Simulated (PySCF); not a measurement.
## Constants of GeB, step by step

State: ⁴Σ⁻, quartet, unpaired electrons σ ↑, π ↑↑. De refers to Ge + B. ROHF-based CCSD(T) in PySCF 2.14 with Ge cc-pwCVDZ-PP with ECP10, B aug-cc-pVDZ and Ge cc-pwCVTZ-PP with ECP10, B aug-cc-pVTZ (frozen core orbitals: 5; scalar-relativistic core potentials). Correlation energies are extrapolated as n⁻³ (n = 2, 3), Hartree–Fock as (n+1)·exp(−9√n). CV is the change on freezing 4 orbitals instead, in Ge cc-pwCVTZ-PP with ECP10, B cc-pwCVTZ.

```
         Level  Re (Å)  ωe (cm⁻¹)  ωexe (cm⁻¹)  αe (cm⁻¹)  De (eV)
    CCSD(T)/DZ  2.0072      615.0         3.82    0.00384    2.737
    CCSD(T)/TZ  1.9861      628.9         3.77    0.00387    2.912
        HF/CBS  1.9347        732          n/a    0.00401    2.143
       MP2/CBS  1.9712        620          n/a        n/a    3.040
      CCSD/CBS  1.9663      650.0          n/a    0.00427    2.766
   CCSD(T)/CBS  1.9794      635.3         3.75    0.00386    2.979
CCSD(T)/CBS+CV  1.9758      638.7         3.77    0.00386    2.994
```

Q: How much is left between CCSD(T)/TZ and the basis-set limit, and how much do the triples give at the limit?

A: CCSD(T)/CBS less CCSD(T)/TZ: -6.7 mÅ in Re, +6.4 cm⁻¹ in ωe and +0.067 eV in De. CCSD(T)/CBS less CCSD/CBS: +13.1 mÅ in Re, -14.7 cm⁻¹ in ωe and +0.213 eV in De.

Q: What do the later terms add?

A: CV: -3.6 mÅ in Re, +3.4 cm⁻¹ in ωe and +0.015 eV in De, each against the row above.

The T1 diagnostic is 0.031. The state was picked by a PBE0 search and need not be the measured ground state. Spin–orbit coupling, excitations beyond (T) and corrections to the Born–Oppenheimer picture are left out.

The whole job (state search and all basis sets along the bond) took about 27 min on 4 threads of Intel Xeon 6975P-C (shared host), peak memory 12 GiB.
